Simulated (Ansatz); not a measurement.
The same molecule with X = B, Al, Ga, In. Ansatz, PBE0-D4/def2-TZVP geometries, multiplicity 1. Each molecule was computed in one conformer, which needn't be the lowest.

Elements past krypton have def2 core potentials. Scalar relativity is left out up to krypton.

| X | molecule | mean X–Cl bond length / Å | mean X–S bond length / Å | HOMO energy (B3LYP/def2-TZVPP) / eV | LUMO energy (ωB97M-V/def2-TZVPP) / eV | LUMO energy (PBE0/def2-TZVPP) / eV |
| --- | --- | --- | --- | --- | --- | --- |
| B | `SB(Cl)Cl` | 1.747 | 1.787 | -8.08 | 0.79 | -1.32 |
| Ga | `[SH][Ga]([Cl])[Cl]` | 2.124 | 2.175 | -8.09 | 0.37 | -1.57 |
| In | `[SH][In]([Cl])[Cl]` | 2.306 | 2.354 | -8.04 | -0.53 | -2.47 |

Question: Give the row for X = Al, `[SH][Al]([Cl])[Cl]`. (Best estimate.)

Answer: Computed: 
| X | molecule | mean X–Cl bond length / Å | mean X–S bond length / Å | HOMO energy (B3LYP/def2-TZVPP) / eV | LUMO energy (ωB97M-V/def2-TZVPP) / eV | LUMO energy (PBE0/def2-TZVPP) / eV |
| --- | --- | --- | --- | --- | --- | --- |
| Al | `[SH][Al]([Cl])[Cl]` | 2.078 | 2.158 | -7.98 | 0.71 | -1.01 |

From B to In the mean X–Cl bond length rises at each step, by 0.559 Å in all; the mean X–S bond length rises at each step, by 0.567 Å in all; the HOMO energy (B3LYP/def2-TZVPP) isn't monotonic: highest at Al, lowest at Ga; the LUMO energy (ωB97M-V/def2-TZVPP) falls at each step, by 1.32 eV in all; the LUMO energy (PBE0/def2-TZVPP) isn't monotonic: highest at Al, lowest at In. Bonds lengthen as the atom grows down the group.

B3LYP here is the variant with VWN-RPA as its local correlation; programs differ in this.
